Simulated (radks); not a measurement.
Task: Valence configurations of S I (all share [Ne]). All-electron calculation, Dirac Kohn-Sham, PBE, spin-unpolarised, spherical densities, finite nucleus; open shells are shared between the two j in proportion to 2j + 1; Fermi nuclear charge, rms radius 3.2611 fm. Program: a radial shooting solver on a logarithmic mesh with Libxc functionals. Order these by energy: 3s2 3p4; 3s1 3p5; 3s1.5 3p4.5; 3p6; 3s0.5 3p5.5.

Result: From the lowest, in eV above it: 3s2 3p4 0.000; 3s1.5 3p4.5 5.140; 3s1 3p5 10.310; 3s0.5 3p5.5 15.511; 3p6 20.739. NIST lists [Ne] 3s2 3p4 as the ground configuration; this level of theory agrees among the configurations tried. The energies are those of spherical spin-averaged densities, not of single terms.
